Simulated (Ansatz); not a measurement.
CH4FNOSi, SMILES `N=C(F)O[SiH3]`. Total charge 0; spin multiplicity 1.

```csv
atom,x (Å),y (Å),z (Å)
N1,0.596,0.653,-1.680
C2,-0.297,-0.158,-1.352
F3,-1.030,-0.725,-2.289
O4,-0.701,-0.611,-0.171
Si5,-0.045,-0.138,1.296
H6,1.103,1.033,-0.888
H7,-0.210,1.327,1.455
H8,-0.811,-0.892,2.306
H9,1.396,-0.487,1.323
```

(1) What are the harmonic wavenumbers in cm⁻¹ at PBE0-D4/def2-TZVP (Ansatz, finite differences of forces, unscaled)? (An estimate is asked.)

(2) Is this a minimum?

(3) Give the ideal-gas thermochemistry at 298.15 K and 1 bar (rigid rotor, harmonic oscillator; point group Cs, symmetry number 1).

(4) And at 400, 500, 600, 800 and 1000 K?

(5) Rotational constants (cm⁻¹)?

Answers

(1) Computed: 51, 116, 158, 469, 589, 700, 718, 751, 790, 826, 943, 946, 959, 1025, 1123, 1363, 1791, 2247, 2252, 2293, 3565.

(2) Yes, all 21 modes are real.

(3) Zero-point energy 141.6 kJ/mol; H(298) − E = 160.0 kJ/mol; entropy 331.7 J/(mol·K), of which translation 165.4, rotation 109.8, vibration 56.5; G(298) − E = 61.2 kJ/mol. Modes under 100 cm⁻¹ are hindered rotations or soft bends, so the harmonic entropy is rough.

(4) 
| T (K) | H − E (kJ/mol) | S (J/mol/K) | G − E (kJ/mol) |
| --- | --- | --- | --- |
| 400 | 170.4 | 361.5 | 25.8 |
| 500 | 182.4 | 388.1 | -11.7 |
| 600 | 195.8 | 412.5 | -51.7 |
| 800 | 225.7 | 455.4 | -138.6 |
| 1000 | 258.6 | 492.1 | -233.5 |

(5) 0.3344, 0.08314, 0.06818.
